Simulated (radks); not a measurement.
Species: the vanadium ion V+. Configuration: [Ar] 3d4.

Method: scalar-relativistic Kohn-Sham, MS2 meta-GGA, spin-polarised, spherical densities, finite nucleus; open shells are filled with parallel spins first; meta-GGA in the generalised Kohn-Sham scheme; Fermi nuclear charge, rms radius 3.6002 fm; computed with a radial shooting solver on a logarithmic mesh with Libxc functionals.

Energy parts (hartree):
total: -949.01418
kinetic: 957.81348
electron-nucleus: -2256.33284
Hartree: 394.96302
exchange-correlation: -45.45783

Orbitals (lengths in bohr, moments of r in powers of bohr; r(90%) holds 90 % of the orbital's charge):
| orbital | occ. | eigenvalue (hartree) | <1/r> | <r^4> | r(90%) | <r^2> |
|---|---|---|---|---|---|---|
| 1s down | 1 | -197.7309 | 22.86 | 0.00009052 | 0.118 | 0.005925 |
| 1s up | 1 | -197.7306 | 22.86 | 0.00009051 | 0.118 | 0.005925 |
| 2s up | 1 | -22.45933 | 4.816 | 0.02186 | 0.477 | 0.1115 |
| 2s down | 1 | -22.42683 | 4.824 | 0.02169 | 0.476 | 0.1111 |
| 2p up | 3 | -18.65794 | 4.697 | 0.01761 | 0.450 | 0.09259 |
| 2p down | 3 | -18.62665 | 4.704 | 0.01744 | 0.449 | 0.09216 |
| 3s up | 1 | -2.80781 | 1.468 | 1.784 | 1.43 | 1.049 |
| 3s down | 1 | -2.68361 | 1.464 | 1.799 | 1.43 | 1.052 |
| 3p up | 3 | -1.80664 | 1.329 | 2.752 | 1.59 | 1.249 |
| 3p down | 3 | -1.67033 | 1.326 | 2.794 | 1.59 | 1.254 |
| 3d up | 4 | -0.35782 | 0.9127 | 26.74 | 2.71 | 3.113 |

The highest occupied level is 3d up at -9.737 eV. The electron density at the nucleus is 9942 e/bohr^3 (large components only). For comparison, the ionisation energy in NIST's Atomic Spectra Database is 14.63 eV (measured). In exact Kohn-Sham theory the highest level is minus the ionisation energy, but local and semilocal functionals leave it too shallow, through self-interaction and a potential that decays too fast; potentials with the right tail come closer. Summed over all electrons, <r^2> = 22.85 bohr^2, which gives a Langevin (diamagnetic) susceptibility term of -18.1 x 10^-6 cm^3/mol. The spin density at the nucleus is -0.973 e/bohr^3 (1s -0.037, 2s -1.386, 3s 0.449). The density falls to 0.001 e/bohr^3 at r = 3.63 bohr. Spin moment in Bohr magnetons: 4.
